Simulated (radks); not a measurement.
Removal energies from the chlorine ion Cl5+, [Ne] 3s2, by Delta-SCF beside the eigenvalue of the level emptied. All-electron calculation, scalar-relativistic Kohn-Sham, PBE, spin-polarised, spherical densities, finite nucleus; Fermi nuclear charge, rms radius of each element as measured or else 0.836 A^(1/3) + 0.57 fm. Program: a radial shooting solver on a logarithmic mesh with Libxc functionals. Open shells are filled with parallel spins first.

removed from  final configuration  Delta-SCF (eV)  -eigenvalue (eV)
3s                       [Ne] 3s1          96.874            89.419
2p               [He] 2s2 2p5 3s2          300.26            276.34
2s               [He] 2s1 2p6 3s2          358.72            336.95
1s                1s1 2s2 2p6 3s2          2925.0            2839.9
